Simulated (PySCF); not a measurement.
H6NSi2, charge -1, multiplicity 1. Atoms are numbered in the order given.

```xyz
9

Si     1.5521     0.0000     0.0709
N      0.0000     0.0000    -0.5292
Si    -1.5521     0.0000     0.0709
H      2.6096     0.0000    -1.0191
H      1.9689     1.1855     0.9393
H      1.9689    -1.1855     0.9393
H     -1.9689    -1.1855     0.9393
H     -2.6096     0.0000    -1.0191
H     -1.9689     1.1855     0.9393
```
Charge -1, spin multiplicity 1.

The structure is a stationary point at PBE0-D3(BJ)/def2-SVPD. The spin state was assumed, not searched. The isomer is the one that the SMILES or the coordinates give; other isomers of the formula were not compared.

Level of theory: PBE0-D3(BJ)/def2-SVPD (PySCF).

Frequencies are harmonic and unscaled.

```csv
mode,ν (cm⁻¹),IR (km/mol),moving atoms (share of kinetic energy)
1,54,1.1,"H 51 %, N 44 %"
2,90,0.0,H 99 %
3,100,0.3,"N 44 %, Si 33 %, H 23 %"
4,651,0.7,"Si 61 %, H 24 %, N 15 %"
5,688,0.0,"H 88 %, Si 12 %"
6,711,117.7,"H 75 %, N 15 %, Si 10 %"
7,715,25.1,"H 86 %, Si 14 %"
8,728,104.9,"H 65 %, N 23 %, Si 12 %"
9,946,0.0,H 96 %
10,949,5.1,H 97 %
11,949,144.9,H 97 %
12,951,111.3,H 96 %
13,967,686.2,H 93 %
14,1014,46.0,"H 88 %, Si 11 %"
15,1232,591.9,"N 79 %, Si 19 %"
16,1999,0.0,H 96 %
17,2010,704.5,H 96 %
18,2019,71.5,H 97 %
19,2034,653.9,H 96 %
20,2077,609.0,H 98 %
21,2099,5.0,H 98 %
```
